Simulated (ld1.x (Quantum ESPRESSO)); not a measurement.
# Configuration tests for Mo (Z = 42) (RRKJ)

- Element: molybdenum (Mo)
- Generator: ld1.x (Quantum ESPRESSO) 7.5
- Type: norm-conserving RRKJ (Kleinman–Bylander form)
- Functional: LDA (PZ)
- Relativity: scalar-relativistic
- Frozen core: [Ar] 3d10
- Valence charge: 14
- Reference configuration: 4s2 4p6 4d5 5s0 5p0 (charge +1)
- Partial waves: 4p (bound): rc 1.95 bohr; 4d (bound): rc 1.75 bohr; 4s (bound): rc 1.55 bohr
- Local potential: the s channel
- Core correction: Bessel-smoothed model core inside 0.90 bohr
- rho0: 0.01

Energies are relative to the spin-unpolarised reference configuration 4s2 4p6 4d5 5s0 5p0; without spin polarisation the order of configurations can differ from experiment. Spin-polarised rows fill each open shell by Hund’s rule, majority spin first. The frozen-core shift is the all-electron ΔE with the core orbitals held at their reference shape minus the fully relaxed ΔE.

| valence configuration | charge | ΔE all-electron (eV) | error AE − PS (meV) | frozen-core shift (meV) |
| --- | --- | --- | --- | --- |
| 4s2 4p6 4d5 5s1 5p0 | 0 | -7.186 | +447 | -1.5 |
| 4s2 4p6 4d3 5s0 5p0 | +3 | 42.664 | +50 | -1.5 |
| 4s2 4p5 4d5 5s1 5p0 | +1 | 36.905 | +768 | +17 |
| 4s1 4p6 4d5 5s1 5p0 | +1 | 63.120 | +790 | +19 |
| 4s2 4p6 4d5 5s0 5p1 | 0 | -3.941 | +118 | -0.9 |
| 4s2 4p6 4d5 5s0 5p0 (spin-polarised) | +1 | -3.391 | +110 | +1.5 |
| 4s2 4p6 4d5 5s1 5p0 (spin-polarised) | 0 | -11.110 | +563 | -0.3 |

Problem. What are ΔE and the potential's error for 4s2 4p6 4d4 5s0 5p0?

Solution. ΔE = 15.703 eV all-electron; the error (AE − PS) is +9.0 meV.

Problem. What are ΔE and the potential's error for 4s2 4p6 4d4 5s1 5p0?

Solution. ΔE = 1.076 eV all-electron; the error (AE − PS) is +686 meV.

Levels in the configuration 4s2 4p6 4d5 5s0 5p1:

| level | all-electron (eV) | pseudo (eV) |
| --- | --- | --- |
| 4s | -65.774 | -65.605 |
| 4p | -39.948 | -39.789 |
| 4d | -5.199 | -5.070 |
| 5p | -1.896 | -1.945 |

A variational frozen-core shift is positive and of second order in the change. This column holds negative values, so the frozen-core run of ld1.x carries numerical noise or an error of first order here, and the column gives no more than the rough size of the effect.
